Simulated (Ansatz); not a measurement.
```csv
atom,x (Å),y (Å),z (Å)
C,1.3970,0.0000,0.0000
C,0.7708,1.2260,0.0000
C,-0.6310,1.2129,0.0000
C,-1.3222,0.0000,0.0000
C,-0.6310,-1.2129,0.0000
C,0.7708,-1.2260,0.0000
H,1.3261,2.1679,0.0000
H,-1.1817,2.1579,0.0000
H,-2.4148,0.0000,0.0000
H,-1.1817,-2.1579,0.0000
H,1.3261,-2.1679,0.0000
```

Basis set: cc-pVDZ (spherical functions). Left uncorrelated: 6 orbitals. Charge 0, multiplicity 2.

Computed with Ansatz (development build ahead of 0.2.0); each method stands on the lowest determinant of its kind that the runs found.

The atomization energy at this shape (free ground-state atoms in the same class of orbitals less the molecule, no zero-point energy) of doublet C6H5:

```json
{"method": "UHF", "atomization energy": "39.90 eV"}
```

(1) What does UHF-MP2 give?

Answers

(1) 50.63 eV. Caution: the unrestricted determinant is spin contaminated.
